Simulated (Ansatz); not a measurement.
**Worked example: HBr + CHBr2Cl → HCl + CHBr3**

Species: HBr (hydrogen bromide), singlet; CHBr2Cl (chlorodibromomethane) `ClC(Br)Br`, singlet; HCl (hydrogen chloride), singlet; CHBr3 (bromoform) `BrC(Br)Br`, singlet. The partners trade Br for Cl: H–Br and C–Cl bonds give way to H–Cl and C–Br.

Shapes, held fixed at every level: PBE0-D4/def2-TZVP. Programs: Ansatz 0.2.0. The zero-point and thermal change to 298 K, harmonic and unscaled (PBE0-D4/def2-TZVP), is +0.9 kJ/mol.

At CCSD(T)/def2-TZVPP; 1 Eh = 2625.50 kJ/mol:

```
species   energy (Eh)
    HBr  -2573.308574
CHBr2Cl  -5643.761197
    HCl   -460.331246
  CHBr3  -7756.741522
```

Task: Work out ΔH(298 K) of the reaction at this level.

Result: 
1. Products less reactants: (-460.331246) + (-7756.741522) − [(-2573.308574) + (-5643.761197)] = -0.002997 Eh = -7.9 kJ/mol.
2. With the thermal change: -7.9 + (+0.9) = -7.0 kJ/mol.

Other levels give -9.8 (MP2/def2-TZVPP) to -0.4 kJ/mol (HF/def2-TZVPP). No measured value is set beside it here. Relativity is left out for Br. Outer-core shells of Br are correlated in most correlated rows, in sets that cover them unevenly.
